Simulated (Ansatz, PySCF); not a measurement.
Species: CH$_{4}$B, charge 0, multiplicity 2. It need not be the lowest isomer of its formula. 
Structure (B3LYP-D3(BJ)/def2-TZVP (Ansatz, an electronic-structure program) minimum search):
```xyz
6

B      0.8067     0.0823     0.0093
C     -0.7079    -0.0722    -0.0081
H      1.5076    -0.8176    -0.3399
H      1.3034     1.1043     0.3723
H     -1.2154    -0.8892    -0.5127
H     -1.3813     0.6243     0.4828
```
Charge 0, spin multiplicity 2.

Quantity: atomisation energy (electronic, to ground-state atoms), in kJ/mol. Cores are frozen in the correlated levels unless marked. UHF or UKS for open shells. Spin-orbit coupling is left out. No relativistic terms. The coupled-cluster limit lacks core correlation, which all-electron functionals hold. Basis-set limits of correlation are two-point, X^-3; Hartree-Fock from the larger set. [CCSD(T)-MP2]/basis is that difference in the basis named.

| level | program | atomisation energy (kJ/mol) | minus last row |
|---|---|---|---|
| BP86-D3(BJ)/def2-TZVPD | PySCF + dftd3 | 2105.9 | 74.6 |
| TPSS-D3(BJ)/def2-TZVPD | PySCF + dftd3 | 2088.1 | 56.8 |
| M06-L-D4/def2-TZVPD | PySCF + dftd4 | 2061.6 | 30.3 |
| M06-L/def2-TZVPD | PySCF | 2061.2 | 29.9 |
| B3LYP/def2-TZVPD | Ansatz | 2057.5 | 26.2 |
| PBE0-D4/def2-TZVPD | Ansatz + dftd4 | 2059.2 | 27.9 |
| PBE0/def2-QZVPP | Ansatz | 2057.5 | 26.2 |
| PW6B95-D4/def2-TZVPD | PySCF + dftd4 | 2054.0 | 22.7 |
| CAM-B3LYP-D3(BJ)/def2-TZVPD | Ansatz + dftd3 | 2070.1 | 38.8 |
| CAM-B3LYP-D4/def2-TZVPD | Ansatz + dftd4 | 2069.9 | 38.6 |
| B2GP-PLYP/def2-TZVPD | Ansatz | 2026.8 | -4.5 |
| MP2/aug-cc-pVTZ | Ansatz | 2007.2 | -24.1 |
| SCS-MP2/cc-pVDZ | Ansatz | 1909.9 | -121.4 |
| SCS-MP2/def2-TZVPPD | Ansatz | 2012.0 | -19.3 |
| CCSD/CBS(def2-TZVPP,def2-QZVPP) | Ansatz | 2016.0 | -15.3 |
| CCSD(T)/def2-SVP | Ansatz | 1962.7 | -68.6 |
| CCSD(T)/cc-pVTZ | Ansatz | 1994.6 | -36.7 |
| CCSD(T)/def2-TZVPPD | Ansatz | 1998.2 | -33.1 |
| CCSD(T)/cc-pVQZ | Ansatz | 2017.6 | -13.7 |
| RI-MP2/CBS(cc-pVTZ,cc-pVQZ)+[CCSD(T)-MP2]/cc-pVTZ | Ansatz | 2034.2 | 2.9 |
| CCSD(T)/CBS(def2-TZVPPD,def2-QZVPPD) | Ansatz | 2031.3 | 0.0 |
